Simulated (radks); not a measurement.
The potassium anion K-, [Ar] 4s2, held by a Watson sphere: a shell of charge +1 at radius R that stands for the Madelung well of a crystal (potential energy -1/R inside, -1/r outside, in hartree with lengths in bohr). Calculated with a radial shooting solver on a logarithmic mesh with Libxc functionals: scalar-relativistic Kohn-Sham, LDA (Slater exchange, VWN5 correlation), spin-unpolarised, spherical densities, finite nucleus; Fermi nuclear charge, rms radius of each element as measured or else 0.836 A^(1/3) + 0.57 fm. Response by self-consistent Sternheimer equations with the Hartree and adiabatic LDA kernel, the relativistic mass of each level held fixed and spin-orbit coupling left out. The sphere does not respond.

R (bohr)  e(3s) (eV)  e(3p) (eV)  e(4s) (eV)  <r> 4s (bohr)  sum of <r^2> (bohr^2)  X-ray form factor at sin(theta)/lambda = 0.3 1/angstrom  alpha (bohr^3)
2.17         -38.826     -22.491      -3.715          4.148                  59.14                                                   11.006           166.4
2.26         -38.501     -22.181      -3.710          4.157                  59.37                                                   11.001           167.3
2.71         -37.163     -20.880      -3.661          4.228                  60.92                                                   10.991           175.8
2.76         -37.042     -20.761      -3.654          4.238                  61.13                                                   10.991           177.2
3.19         -36.185     -19.905      -3.566          4.347                  63.24                                                   10.991           192.5
3.51         -35.722     -19.436      -3.483          4.443                  65.10                                                   10.993           207.6
4.28         -34.998     -18.697      -3.251          4.695                  70.23                                                   10.993           254.3
4.52         -34.847     -18.542      -3.174          4.776                  71.95                                                   10.993           271.4

Estimate the row for R = 3.78 bohr.

Answer. e(3s) (eV) -35.416; e(3p) (eV) -19.125; e(4s) (eV) -3.406; <r> 4s (bohr) 4.529; sum of <r^2> (bohr^2) 66.81; X-ray form factor at sin(theta)/lambda = 0.3 1/angstrom 10.993; alpha (bohr^3) 222.4.
